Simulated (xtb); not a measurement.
xtb input (GFN2-xTB):

```bash
xtb mol.xyz --gfn 2 --sp --chrg 0 --uhf 0
```
mol.xyz:
```
14

C      1.72248031    -1.17187082    -1.36318908
Ge     0.14116534    -0.05339489    -1.06114829
C     -1.48421028    -0.85759177    -1.80559140
C      0.40768316     1.78513493    -1.68688821
I     -0.19736964     0.07465380     1.48363936
H      1.90963701    -1.25769967    -2.43526109
H      2.59341982    -0.72653996    -0.88489945
H      1.56267502    -2.16635510    -0.94957153
H     -2.35008953    -0.24204002    -1.56691722
H     -1.38972568    -0.93433808    -2.89044866
H     -1.63375937    -1.85308123    -1.39055887
H      1.28282789     2.22100817    -1.20756326
H     -0.46424707     2.39223425    -1.44859369
H      0.55684274     1.78476239    -2.76831500
```

End of the output:

```
         :::::::::::::::::::::::::::::::::::::::::::::::::::::
         ::                     SUMMARY                     ::
         :::::::::::::::::::::::::::::::::::::::::::::::::::::
         :: total energy             -16.793661159550 Eh    ::
         :: gradient norm              0.019727555836 Eh/a0 ::
         :: HOMO-LUMO gap              5.612478490007 eV    ::
         ::.................................................::
         :: SCC energy               -16.971289030782 Eh    ::
         :: -> isotropic ES            0.001685660454 Eh    ::
         :: -> anisotropic ES          0.001850671823 Eh    ::
         :: -> anisotropic XC         -0.000064683378 Eh    ::
         :: -> dispersion             -0.009846504972 Eh    ::
         :: repulsion energy           0.177627871233 Eh    ::
         :: add. restraining           0.000000000000 Eh    ::
         :: total charge              -0.000000000000 e     ::
         :::::::::::::::::::::::::::::::::::::::::::::::::::::

           -------------------------------------------------
          |                Property Printout                |
           -------------------------------------------------

    * Orbital Energies and Occupations

         #    Occupation            Energy/Eh            Energy/eV
      -------------------------------------------------------------
         1        2.0000           -0.7221558             -19.6509
       ...           ...                  ...                  ...
         4        2.0000           -0.5976090             -16.2618
         5        2.0000           -0.5746708             -15.6376
         6        2.0000           -0.4992437             -13.5851
         7        2.0000           -0.4956587             -13.4876
         8        2.0000           -0.4956587             -13.4876
         9        2.0000           -0.4898475             -13.3294
        10        2.0000           -0.4898475             -13.3294
        11        2.0000           -0.4857165             -13.2170
        12        2.0000           -0.4335719             -11.7981
        13        2.0000           -0.4335719             -11.7981
        14        2.0000           -0.4330737             -11.7845
        15        2.0000           -0.4015853             -10.9277
        16        2.0000           -0.4015853             -10.9277 (HOMO)
        17                         -0.1953305              -5.3152 (LUMO)
        18                         -0.0800496              -2.1783
        19                         -0.0552126              -1.5024
        20                         -0.0552126              -1.5024
        21                          0.0437097               1.1894
        22                          0.0437097               1.1894
        23                          0.1012956               2.7564
        24                          0.1012956               2.7564
        25                          0.1320136               3.5923
        26                          0.1487435               4.0475
        27                          0.1616763               4.3994
       ...                                ...                  ...
        39                          1.4852728              40.4163
      -------------------------------------------------------------
                  HL-Gap            0.2062548 Eh            5.6125 eV
             Fermi-level           -0.2984579 Eh           -8.1215 eV

     #   Z          covCN         q      C6AA      α(0)
     1   6 C        3.663    -0.147    23.634     6.974
     2  32 Ge       3.540     0.216   168.811    23.402
     3   6 C        3.663    -0.147    23.634     6.974
     4   6 C        3.663    -0.147    23.634     6.974
     5  53 I        0.874    -0.191   386.027    33.917
     6   1 H        0.924     0.039     2.460     2.453
     7   1 H        0.925     0.049     2.327     2.386
     8   1 H        0.925     0.049     2.327     2.386
     9   1 H        0.925     0.049     2.327     2.386
    10   1 H        0.924     0.039     2.460     2.453
    11   1 H        0.925     0.049     2.327     2.386
    12   1 H        0.925     0.049     2.327     2.386
    13   1 H        0.925     0.049     2.327     2.386
    14   1 H        0.924     0.039     2.460     2.453

 Mol. C6AA /au·bohr⁶  :       3704.926089
 Mol. C8AA /au·bohr⁸  :     192031.505167
 Mol. α(0) /au        :         99.913841

Wiberg/Mayer (AO) data.
largest (>0.10) Wiberg bond orders for each atom

 ---------------------------------------------------------------------------
     #   Z sym  total        # sym  WBO       # sym  WBO       # sym  WBO
 ---------------------------------------------------------------------------
     1   6 C    3.989 --     6 H    0.970     7 H    0.969     8 H    0.969
                             2 Ge   0.871
     2  32 Ge   3.779 --     5 I    0.961     3 C    0.871     1 C    0.871
                             4 C    0.871
     3   6 C    3.989 --    10 H    0.970    11 H    0.969     9 H    0.969
                             2 Ge   0.871
     4   6 C    3.989 --    14 H    0.970    12 H    0.969    13 H    0.969
                             2 Ge   0.871
     5  53 I    1.123 --     2 Ge   0.961
     6   1 H    0.998 --     1 C    0.970
     7   1 H    0.998 --     1 C    0.969
     8   1 H    0.998 --     1 C    0.969
     9   1 H    0.998 --     3 C    0.969
    10   1 H    0.998 --     3 C    0.970
    11   1 H    0.998 --     3 C    0.969
    12   1 H    0.998 --     4 C    0.969
    13   1 H    0.998 --     4 C    0.969
    14   1 H    0.998 --     4 C    0.970
 ---------------------------------------------------------------------------

Topologies differ in total number of bonds
Writing topology from bond orders to xtbtopo.mol

molecular dipole:
                 x           y           z       tot (Debye)
 q only:        0.122      -0.046      -0.919
   full:        0.349      -0.132      -2.623       6.734
molecular quadrupole (traceless):
                xx          xy          yy          xz          yz          zz
 q only:        0.707       0.015       0.741       0.292      -0.110      -1.448
  q+dip:        3.474       0.072       3.637       1.433      -0.542      -7.111
Note: The following floating-point exceptions are signalling: IEEE_UNDERFLOW_FLAG IEEE_DENORMAL
normal termination of xtb
   full:        3.134       0.065       3.282       1.293      -0.489      -6.416

           -------------------------------------------------
          | TOTAL ENERGY              -16.793661159550 Eh   |
          | GRADIENT NORM               0.019727555836 Eh/α |
          | HOMO-LUMO GAP               5.612478490007 eV   |
           -------------------------------------------------

------------------------------------------------------------------------
------------------------------------------------------------------------
 total:
 SCF:
```
